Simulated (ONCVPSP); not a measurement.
**caesium (Cs), ONCV: configuration errors across variants**

```json
{
  "Element": "Cs",
  "Generator": "ONCVPSP 4.0.1",
  "Type": "optimised norm-conserving Vanderbilt (ONCV)",
  "Functional": "PBE",
  "Relativity": "fully relativistic",
  "Frozen core": "[Kr] 4d10",
  "Valence charge": "9",
  "Reference configuration": "5s2 5p6 6s1",
  "Partial waves": "5s+6s: rc 3.00 bohr, ncon 5, nbas 9, qcut 3.9 1/bohr, 2 projectors; 5p: rc 3.05 bohr, ncon 4, nbas 9, qcut 4 1/bohr, 2 projectors, debl 0.8 Ha; d scattering state at 0.3 Ha: rc 2.40 bohr, ncon 4, nbas 8, qcut 3.4 1/bohr, 3 projectors, debl 3 Ha",
  "Local potential": "polynomial inside 2.05 bohr (lpopt 2, dvloc0 -1 Ha)",
  "Core correction": "none"
}
```

Open shells are filled in proportion to 2j + 1.

In the d channel the program set the typed energies aside and used 0.050, 3.050, 6.050 Ha (j = l + 1/2; the other j can differ).

All-electron excitation energies from the reference (eV): (1) 5s2 5p6 6s0 3.863; (2) 5s2 5p6 6s0.5 1.471; (3) 5s2 5p6 6s0 6p1 1.368; (4) 5s1 5p6 6s1 31.653.

2 further variants failed, have other tests or another functional or relativity, and are left out.

Errors AE − PS in meV (a dash: test not solved or not reliable):

```tsv
change	(1)	(2)	(3)	(4)	bound ghosts	GHOST(+) flags above zero
base	+0.1	0.0	+0.1	-72	none	none
s: rc 3.84	0.0	0.0	0.0	-219	none	none
p: rc 3.42	+0.2	0.0	+0.2	-66	none	none
local potential polynomial inside 2.05 bohr (lpopt 2, dvloc0 -1.5 Ha)	+0.1	0.0	+0.1	-72	none	none
s: nproj 4	+0.1	0.0	+0.1	-72	none	s
s: nbas 8	+0.1	0.0	+0.1	-57	none	none
```

(1) Give the same row for: s: qcut 4.5; p: qcut 4.7; d: qcut 4.

## Answers

(1) +0.1, 0.0, +0.1, -44; bound ghosts: none; GHOST(+) flags above zero: s.
